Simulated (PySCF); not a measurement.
A PySCF script (with the pyscf-properties extension) for the NMR shieldings of SMILES O=C(O)C1[SiH2]C[SiH2]1, C$_{3}$H$_{8}$O$_{2}$Si$_{2}$, on a GFN2-xTB geometry:

```python
import basis_set_exchange as bse
import numpy as np
from pyscf import gto, dft
from pyscf.prop import nmr

atoms = """
O     1.745192    0.930223    0.926807
C     1.649858    0.394896   -0.156970
O     2.716585    0.304308   -0.982993
C     0.430951   -0.197223   -0.693055
Si   -1.057478    1.031198   -0.528829
C    -1.794482   -0.130342    0.806774
Si   -0.372147   -1.398435    0.596929
H     3.488900    0.715357   -0.565272
H     0.623286   -0.603333   -1.682867
H    -1.813509    1.081820   -1.783706
H    -0.686013    2.368997   -0.083005
H    -1.829130    0.319520    1.795471
H    -2.792781   -0.506773    0.600805
H     0.445143   -1.646995    1.778339
H    -0.758789   -2.655228   -0.050340
"""
names = dict.fromkeys(["O", "C", "Si", "H"], "pcSseg-1")
basis = {el: gto.basis.parse(bse.get_basis(n, elements=[el], fmt="nwchem")) for el, n in names.items()}
mol = gto.M(atom=atoms, basis=basis, charge=0, verbose=0)
mf = dft.RKS(mol, xc="PBE0")
mf.grids.level = 2
mf.grids.alignment = dft.numint.BLKSIZE   # the property module wants whole blocks of grid points
mf.conv_tol = 1e-9
mf.kernel()

calc = nmr.RKS(mf)   # GIAO
C = mf.mo_coeff
Co = C[:, mf.mo_occ > 0]
resp = mf.gen_response(singlet=True, hermi=2)
def vind(x):   # induced exchange potential for any number of trial vectors
    d = np.einsum("pi,xij,qj->xpq", C, 2 * x.reshape(-1, C.shape[1], Co.shape[1]), Co, optimize=True)
    return np.einsum("xpq,pi,qj->xij", resp(d - d.transpose(0, 2, 1)), C, Co, optimize=True).ravel()
mo1, _ = nmr.rhf.solve_mo1(calc, with_cphf=vind)
sigma = calc.kernel(mo1)
for i, s in enumerate(sigma):   # ppm
    w = np.linalg.eigvalsh((s + s.T) / 2)
    print("%2d %-2s iso %8.1f  s11 %8.1f  s22 %8.1f  s33 %8.1f" % (i, mol.atom_pure_symbol(i), w.mean(), *w))
```

**Question.** What does it print?

**Answer.** 
```
 0 O  iso    -69.6  s11   -279.2  s22   -191.5  s33    262.0
 1 C  iso      2.3  s11   -103.3  s22     34.5  s33     75.5
 2 O  iso    116.4  s11    -21.1  s22    117.1  s33    253.2
 3 C  iso    163.8  s11    145.5  s22    163.8  s33    182.2
 4 Si iso    375.8  s11    340.0  s22    370.7  s33    416.6
 5 C  iso    194.3  s11    177.2  s22    201.4  s33    204.3
 6 Si iso    375.7  s11    339.8  s22    370.4  s33    416.9
 7 H  iso     26.0  s11     20.2  s22     23.2  s33     34.6
 8 H  iso     29.3  s11     24.7  s22     29.3  s33     34.0
 9 H  iso     26.7  s11     23.6  s22     24.7  s33     31.7
10 H  iso     26.7  s11     23.8  s22     25.1  s33     31.3
11 H  iso     30.8  s11     27.0  s22     27.6  s33     37.7
12 H  iso     31.1  s11     27.2  s22     27.3  s33     38.9
13 H  iso     26.7  s11     23.8  s22     25.1  s33     31.3
14 H  iso     26.7  s11     23.6  s22     24.7  s33     31.7
```

These numbers come from an equivalent density-fitted implementation of the same equations, which agrees with the script to about 0.01 ppm for H and up to a few tenths of a ppm for heavy atoms, so last digits may differ.

Size and cost of the density-fitted run: 173 basis functions, 45 s wall time on 1 thread of an Arm Neoverse N1, shared host; peak memory 0.79 GiB.
